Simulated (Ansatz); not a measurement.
Basis-set extrapolation for AlBCl$_{2}$H$_{3}$N (`N[BH][Al]([Cl])[Cl]`) (PBE0-D4/def2-TZVP geometry, frozen core, the Gaussian-basis code of Ansatz). Multiplicity 1, RHF reference.

```tsv
	def2-TZVPP	def2-QZVPP
HF	-1242.052242	-1242.088187
MP2 correlation	-0.755806	-0.823189
CCSD(T) correlation	-0.843113	not run
```

Energies in hartree. Use E(X) = E(∞) + A·exp(−7.88·√X) for Hartree–Fock and E(X) = E(∞) + B·X^(−2.97) for correlation, with X = 3 and 4, and add CCSD(T) minus MP2 of the smaller set to the MP2 limit.

Problem. What is the CCSD(T) energy at the basis-set limit?

Solution. HF limit: -1242.088187 + (-0.035945) × 0.13774 = -1242.09314. MP2 limit: -0.823189 + (-0.067383) × 0.74074 = -0.87310. Higher-order term: -0.843113 − (-0.755806) = -0.08731. Total: -1243.05355 hartree, 415.3 kJ/mol below CCSD(T)/def2-TZVPP.
